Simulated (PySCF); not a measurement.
**Bi: ionisation energy**

Bi [Xe] 4f14 5d10 6s2 6p3 (4S) → Bi⁺ [Xe] 4f14 5d10 6s2 6p2 (3P), as a difference of total energies. Calculation: PySCF 2.14, in aug-cc-pVQZ-DK3 (10s9p7d4f2g, 118 functions); the spin-free X2C one-electron Hamiltonian (Gaussian nucleus). Correlated levels: valence: [Xe] 4f14 5d10 frozen. The calculations carry no spin-orbit coupling.

```tsv
method	ionisation energy (eV)	difference from reference (eV)
UHF	8.217	+0.931
MP2 (valence)	8.597	+1.311
SCS-MP2 (valence)	8.479	+1.193
CCSD (valence)	8.600	+1.314
CCSD(T) (valence)	8.628	+1.342
```

Reference: 7.286 eV (measured; NIST Atomic Spectra Database, ionization energies).

Spin-orbit coupling is strong in these open shells (close to jj coupling). The scalar numbers leave it out and a first-order estimate fails, so it can dominate the gap to the real levels.

Errors of the correlated levels include the incompleteness of this basis and the frozen core.
